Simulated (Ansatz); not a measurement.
System: sum formula GaO2H2, charge -1, multiplicity 1. SMILES of the parent species: [Ga]([OH])[OH]
Coordinates optimised at B3LYP-D3(BJ)/def2-TZVP (Ansatz, an electronic-structure program):
```xyz
5

Ga     0.3323     0.0996     0.3660
O      0.5445     0.0356    -1.5620
H     -0.2912    -0.1860    -1.9913
O     -1.5564    -0.3389     0.4475
H     -1.9149    -0.4754    -0.4382
```
Charge -1, spin multiplicity 1.

Parts of the frozen-core correlation energy in STO-3G (Ansatz, hartree). Frozen orbitals: 16; correlated occupied orbitals by spin: 9 and 9; virtual: 5 and 5. No spin-orbit coupling. No relativistic terms. The restricted reference is unstable. The program attaches cautions to this run: above unrestricted.

```tsv
term	value
reference (HF)	-2049.55237
MP2 opposite-spin	?
MP2 same-spin	-0.01577
CCSD correlation	?
(T)	?
FCI minus CCSD(T)	0.00146
T1 diagnostic	0.023
largest doubles amplitude	0.080
```

**Question.** Fill in the missing entries.

**Answer.** 
- MP2 opposite-spin, value: -0.08292
- CCSD correlation, value: -0.12418
- (T), value: -0.00523
